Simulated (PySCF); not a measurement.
# Deuteron quadrupole couplings in `CS[C@@H]1C[Si@@H](F)CC1=S`

Species: C5H9FS2Si.
Z-matrix (Å and degrees, GFN2-xTB geometry), rows numbered from 1:
```
C 
S   1  1.8103
C   2  1.8552  1  100.08
C   3  1.5235  2  108.43  1  -165.29
Si  4  1.8999  3  104.16  2   -79.12
F   5  1.6164  4  110.04  3  -133.21
C   5  1.9025  4   93.77  3   -20.09
C   3  1.4855  2  103.83  1    77.05
S   8  1.6289  3  122.28  2   -98.25
H   1  1.0848  2  106.77  3  -170.96
H   1  1.0884  2  109.50  3   -51.85
H   1  1.0867  2  109.61  3    69.63
H   3  1.0914  2  106.47  1   -42.31
H   4  1.0917  3  108.82  2   162.42
H   4  1.0878  3  110.21  2    44.91
H   5  1.4480  4  118.32  3   104.29
H   7  1.0916  5  112.23  4   120.02
H   7  1.0907  5  114.88  4  -119.18
```

Level: PBE0/pcSseg-1 (PySCF, non-relativistic); Q(2H) = 0.00286 b; rigid geometry, the same for H and D, with no vibrational averaging.

Task: Rank these positions by the coupling χzz of a deuteron there, largest first.
A. H13 (methine hydrogen)
B. H16 (Si–H hydrogen)
C. H18 (methylene hydrogen)
D. H10 (methyl hydrogen)

Result: D (214 kHz), C (209 kHz), A (200 kHz), B (114 kHz).

Task: Give the electric field gradient Vzz (the principal value of largest size), its asymmetry and the 2H coupling at each hydrogen.

Result: 
```csv
atom,bonded to,bond length (Å),Vzz (au),η,χzz (kHz)
H10,C1,1.085,0.3179,0.05,214
H11,C1,1.088,0.3017,0.05,203
H12,C1,1.087,0.3128,0.04,210
H13,C3,1.091,0.2977,0.02,200
H14,C4,1.092,0.3102,0.04,208
H15,C4,1.088,0.3154,0.04,212
H16,Si5,1.448,0.1701,0.01,114
H17,C7,1.092,0.3116,0.04,209
H18,C7,1.091,0.3106,0.04,209
```

Task: Average by the element that carries the hydrogen.

Result: on C: 208 kHz over 8 positions, mean bond length 1.089 Å; on Si: 114 kHz over 1 position, mean bond length 1.448 Å.

Task: Give the 2H NMR doublet splittings at H12 for a magnetic field along the z, y and x axes of the gradient: 3χ/2, 3χ(1 + η)/4, 3χ(1 − η)/4.

Result: With |χ| = 210.2 kHz and η = 0.040: 315, 164 and 151 kHz, to first order and without motion.

Isolated species at its GFN2-xTB geometry (one conformer only). GFN2-xTB bond lengths can be off by several hundredths of an ångström, more for odd bonds, and the gradients follow them. The small basis limits the accuracy of the gradients.
